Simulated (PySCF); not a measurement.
**Radial density of Pd⁺ (palladium, charge +1)**

UHF, [Kr] 4d8 5p1, one real determinant (an excited configuration). All numbers are calculated (PySCF 2.14, scalar relativity by spin-free X2C-1e, in aug-cc-pVTZ-DK).

```json
{"r (bohr)": "0.0257", "4πr²ρ (e/bohr)": "57.97", "4πr²(ρα − ρβ)": "0.0007"}
{"r (bohr)": "0.0431", "4πr²ρ (e/bohr)": "49.92", "4πr²(ρα − ρβ)": "0.0055"}
{"r (bohr)": "0.0726", "4πr²ρ (e/bohr)": "64.99", "4πr²(ρα − ρβ)": "0.0292"}
{"r (bohr)": "0.122", "4πr²ρ (e/bohr)": "68.53", "4πr²(ρα − ρβ)": "0.1528"}
{"r (bohr)": "0.205", "4πr²ρ (e/bohr)": "49.01", "4πr²(ρα − ρβ)": "0.3986"}
{"r (bohr)": "0.345", "4πr²ρ (e/bohr)": "55.44", "4πr²(ρα − ρβ)": "0.1698"}
{"r (bohr)": "0.581", "4πr²ρ (e/bohr)": "17.59", "4πr²(ρα − ρβ)": "0.2817"}
{"r (bohr)": "0.977", "4πr²ρ (e/bohr)": "16.88", "4πr²(ρα − ρβ)": "1.6693"}
{"r (bohr)": "1.64", "4πr²ρ (e/bohr)": "5.676", "4πr²(ρα − ρβ)": "1.0320"}
{"r (bohr)": "2.76", "4πr²ρ (e/bohr)": "0.8223", "4πr²(ρα − ρβ)": "0.4286"}
{"r (bohr)": "4.65", "4πr²ρ (e/bohr)": "0.1920", "4πr²(ρα − ρβ)": "0.1861"}
{"r (bohr)": "7.82", "4πr²ρ (e/bohr)": "0.009106", "4πr²(ρα − ρβ)": "0.0091"}
```

Densities and radii are taken from the X2C orbitals without a picture-change correction, which distorts them close to the nucleus.

⟨L²⟩ = 14.05 against 20 for a pure G term, so this real determinant mixes terms.
